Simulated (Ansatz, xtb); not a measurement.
**Relative energy of two isomers of C3H8O2Si**

Structure X: `CO[C@@H]1O[C@H]1[SiH3]`, a singlet. Structure Y: `CO[C@@]1([SiH3])CO1`, a singlet. Both are isolated molecules in the gas phase, relaxed with B3LYP/def2-SVP, each in the lowest conformer that the search found.

Quicker runs give these differences E(Y) − E(X): GFN2-xTB +1.39 kJ/mol; HF/STO-3G +5.98 kJ/mol (at GFN2-xTB geometries); r2SCAN-D4/def2-SVP +5.33 kJ/mol (at GFN2-xTB geometries).

Estimate E(Y) − E(X) at the level CCSD(T)/def2-SVP + ΔMP2/def2-TZVPP.

Calculated at CCSD(T)/def2-SVP + ΔMP2/def2-TZVPP: E(Y) − E(X) = +7.74 kJ/mol, so structure X lies lower.

Level by level:

```tsv
level	geometry	E(Y) − E(X) (kJ/mol)	departure from the last row (kJ/mol)	job, with rough time for the two
GFN2-xTB	GFN2-xTB	+1.39	−6.35	optimisation, 0.19 s
HF/STO-3G	GFN2-xTB	+5.98	−1.77	single point, 0.34 s
r2SCAN-D4/def2-SVP	GFN2-xTB	+5.33	−2.41	single point, 2.4 s
B3LYP/def2-SVP	B3LYP/def2-SVP	+10.63	+2.88	optimisation, 37 s
HF/def2-SVP	B3LYP/def2-SVP	+15.02	+7.27	part of the CCSD(T) run
MP2/def2-SVP	B3LYP/def2-SVP	+7.73	−0.01	part of the CCSD(T) run
CCSD(T)/def2-SVP	B3LYP/def2-SVP	+7.42	−0.32	single point
CCSD(T)/def2-SVP + ΔMP2/def2-TZVPP	B3LYP/def2-SVP	+7.74		single point, 30 s
```

As drawn, both hold the same kinds of bond in the same numbers.

GFN2-xTB finds them nearly level. The largest departure from CCSD(T)/def2-SVP + ΔMP2/def2-TZVPP is that of HF/def2-SVP, 7.27 kJ/mol. The last row adds to CCSD(T) the change of the MP2 difference between the two basis sets, here +0.32 kJ/mol.

With thermal terms from frequencies at re-optimised GFN2-xTB minima (ideal gas, soft modes damped towards free rotors, one conformer each, 298.15 K, 1 atm): on the last row, ΔE + ΔZPE = +7.64, ΔH = +7.47, ΔG = +8.71 kJ/mol.

The correlated steps freeze 10 core orbitals. Codes used: Ansatz 0.2.0, xtb 6.7.1; the last row on 2 threads of Intel(R) Xeon(R) 6975P-C (Granite Rapids) on a shared host.
